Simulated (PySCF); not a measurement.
H4P2, charge +1, doublet, geometry from GFN2-xTB (a state made from the parent by changing its charge; the spin is typed, not shown lowest); B3LYP/6-31G* in PySCF.

PySCF was given this input:
```python
from pyscf import gto, scf, dft

mol = gto.Mole()
mol.atom = '''
    P    -0.992848   -0.377627   -0.021645
    P     0.992848    0.377627    0.021645
    H    -1.625562    0.270206    1.043135
    H    -1.588321    0.294713   -1.092691
    H     1.588321   -0.294713    1.092691
    H     1.625562   -0.270206   -1.043135
'''
mol.basis = '6-31g*'
mol.charge = 1
mol.spin = 1
mol.verbose = 4
mol.build()

mf = dft.UKS(mol)
mf.xc = 'b3lyp'
mf.kernel()
```

Output, abridged:

```
PySCF version 2.14.0

[INPUT] verbose = 4
[INPUT] num. atoms = 6
[INPUT] num. electrons = 33
[INPUT] charge = 1
[INPUT] spin (= nelec alpha-beta = 2S) = 1
[INPUT] symmetry False subgroup None
[INPUT] Mole.unit = angstrom
[INPUT] Symbol           X                Y                Z      unit          X                Y                Z       unit  Magmom
[INPUT]  1 P     -0.992848000000  -0.377627000000  -0.021645000000 AA   -1.876210803322  -0.713611607241  -0.040903121966 Bohr   0.0
[INPUT]  2 P      0.992848000000   0.377627000000   0.021645000000 AA    1.876210803322   0.713611607241   0.040903121966 Bohr   0.0
[INPUT]  3 H     -1.625562000000   0.270206000000   1.043135000000 AA   -3.071866978500   0.510615337214   1.971239460948 Bohr   0.0
[INPUT]  4 H     -1.588321000000   0.294713000000  -1.092691000000 AA   -3.001491687895   0.556926855349  -2.064886728777 Bohr   0.0
[INPUT]  5 H      1.588321000000  -0.294713000000   1.092691000000 AA    3.001491687895  -0.556926855349   2.064886728777 Bohr   0.0
[INPUT]  6 H      1.625562000000  -0.270206000000  -1.043135000000 AA    3.071866978500  -0.510615337214  -1.971239460948 Bohr   0.0

nuclear repulsion = 91.1273991820294
number of shells = 24
number of NR pGTOs = 118
number of NR cGTOs = 44
basis = 6-31g*
ecp = {}

******** <class 'pyscf.dft.uks.UKS'> ********
method = UKS
initial guess = minao
damping factor = 0
level_shift factor = 0
DIIS = <class 'pyscf.scf.diis.CDIIS'>
diis_start_cycle = 1
diis_space = 8
diis_damp = 0
SCF conv_tol = 1e-09
SCF conv_tol_grad = None
SCF max_cycles = 50
direct_scf = True
direct_scf_tol = 1e-13
number electrons alpha = 17  beta = 16
XC library pyscf.dft.libxc version 7.1.2
    S. Lehtola, C. Steigemann, M. J. T. Oliveira, and M. A. L. Marques,  SoftwareX 7, 1–5 (2018)
XC functionals = b3lyp
    P. J. Stephens, F. J. Devlin, C. F. Chabalowski, and M. J. Frisch,  J. Phys. Chem. 98, 11623 (1994)
radial grids:
    Treutler-Ahlrichs [JCP 102, 346 (1995); DOI:10.1063/1.469408] (M4) radial grids

becke partition: Becke, JCP 88, 2547 (1988); DOI:10.1063/1.454033
pruning grids: <function nwchem_prune>
grids dens level: 3
symmetrized grids: False
atomic radii adjust function: <function treutler_atomic_radii_adjust>
small_rho_cutoff = 0
Set gradient conv threshold to 3.16228e-05
tot grids = 77592
init E= -685.070636988182

cycle= 1 E= -684.760475203725  delta_E= 0.31  |g|= 0.109  |ddm|= 1.56
cycle= 2 E= -684.767357975533  delta_E= -0.00688  |g|= 0.0744  |ddm|= 0.345
cycle= 3 E= -684.771453644338  delta_E= -0.0041  |g|= 0.0118  |ddm|= 0.138
cycle= 4 E= -684.771580765646  delta_E= -0.000127  |g|= 0.00273  |ddm|= 0.0205
cycle= 5 E= -684.771591303512  delta_E= -1.05e-05  |g|= 0.000699  |ddm|= 0.00688
cycle= 6 E= -684.771592211123  delta_E= -9.08e-07  |g|= 0.000177  |ddm|= 0.00216
cycle= 7 E= -684.771592284932  delta_E= -7.38e-08  |g|= 4.51e-05  |ddm|= 0.000793
cycle= 8 E= -684.771592287743  delta_E= -2.81e-09  |g|= 7.25e-06  |ddm|= 0.000139
cycle= 9 E= -684.771592287828  delta_E= -8.46e-11  |g|= 1.45e-06  |ddm|= 2.61e-05
Extra cycle  E= -684.771592287834  delta_E= -5.68e-12  |g|= 6.94e-07  |ddm|= 4.12e-06
converged SCF energy = -684.771592287834  <S^2> = 0.75681302  2S+1 = 2.0068015
```
